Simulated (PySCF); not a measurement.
B(Me)2(Et) (C4H11B), SMILES CCB(C)C.

Coordinates come from a B3LYP-D3(BJ)/def2-SVP optimisation. The values are those of a single conformer.

Two levels are set side by side: PBE/def2-TZVP (PySCF) and CAM-B3LYP/def2-TZVP (PySCF). Same geometry, gas phase. Differences are taken from unrounded values.

```json
[
 {"quantity": "orbital gap (eV)", "CAM-B3LYP": "10.54", "PBE": "5.58", "PBE minus CAM-B3LYP": "-4.97"},
 {"quantity": "highest occupied level (eV)", "CAM-B3LYP": "-9.54", "PBE": "-6.75", "PBE minus CAM-B3LYP": "2.80"},
 {"quantity": "lowest empty level (eV)", "CAM-B3LYP": "1.00", "PBE": "-1.17", "PBE minus CAM-B3LYP": "-2.17"},
 {"quantity": "dipole moment (D)", "CAM-B3LYP": "0.05", "PBE": "0.05", "PBE minus CAM-B3LYP": "0.00"},
 {"quantity": "mean polarisability (bohr³)", "CAM-B3LYP": "63.3", "PBE": "66.4", "PBE minus CAM-B3LYP": "3.1"}
]
```

PBE's occupied levels lie high since its potential decays too fast outside the molecule; exact exchange lowers them and widens the gap. Loosely held outer electrons make PBE densities more polarisable. Differences between two approximate levels are no errors against the true value.

Rough cost on one machine, each run with all the roots and properties that it gave: CAM-B3LYP against PBE within a factor of 2.
